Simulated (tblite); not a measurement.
Species: C4H6N2O2Si.
Bonds: C1–C2 (double), C2–C3, C3–N4 (aromatic), N4–C5 (aromatic), C5–O6, O6–Si7, C5–N8 (aromatic), N8–O9 (aromatic), C3–O9 (aromatic). Hydrogens: H10, H11 on C1; H12 on C2; H13, H14, H15 on Si7.

The geometry is computed with GFN2-xTB (gas phase).

Task: What internal coordinates does the optimisation give?

Result: 
```csv
bond,length (Å),order
C1=C2,1.328,double
C2–C3,1.441,single
C3–N4,1.305,aromatic
N4–C5,1.362,aromatic
C5–O6,1.298,single
O6–Si7,1.653,single
C5–N8,1.309,aromatic
N8–O9,1.360,aromatic
C3–O9,1.339,aromatic
C1–H10,1.076,single
C1–H11,1.076,single
C2–H12,1.080,single
"Si7–H13, Si7–H14, Si7–H15",1.458,single
```

Bonds in one row agree within 0.01 Å and their mean is given. Orders are formal, as drawn. A selection of angles:
```csv
angle,degrees
C1–C2–C3,122.4
C2–C3–N4,128.5
C2–C3–O9,119.6
N4–C3–O9,111.9
C3–N4–C5,102.9
N4–C5–O6,122.9
N4–C5–N8,113.3
O6–C5–N8,123.7
C5–O6–Si7,124.8
C5–N8–O9,104.5
C3–O9–N8,107.3
```

Dihedral angles: C1–C2–C3–N4 0° (synperiplanar); N4–C5–O6–Si7 0° (synperiplanar).

The 5-membered ring C3–N4–C5–N8–O9 has internal angles of 102.9° to 113.3° (sum 540°, against 540° for a flat polygon); it is planar, 0.00 Å rms from its mean plane, widest ring torsion 0°. The 9 heavy atoms lie in one plane (0.001 Å rms). The C–O distances run from 1.298 Å (C5–O6, drawn single) to 1.339 Å (C3–O9, aromatic), a spread of 0.041 Å. The C–C distances run from 1.328 Å (C1=C2, drawn double) to 1.441 Å (C2–C3, drawn single), a spread of 0.113 Å. O6 (silyl ether oxygen) is bent (angle 124.8°). Si7 (oxygen-bound silicon) has angles from 97.0° to 114.7°. The C–N distances run from 1.305 Å (C3–N4, aromatic) to 1.362 Å (N4–C5, aromatic), a spread of 0.057 Å.

Point group: Cs (every atom within 0.08 Å of its image). Its GFN2-xTB frequencies are all real (lowest 69 cm⁻¹). One conformer, not necessarily the lowest. 3 starts were optimised and ended at 0.00, 0.09 and 0.36 kcal/mol (GFN2-xTB); the lowest of these is shown.

Hardware: an Arm Neoverse N1 with one thread, shared host with 64 logical CPUs at a one-minute load of 61. Cost: 0.29 s wall. That covers the optimisation of the geometry.
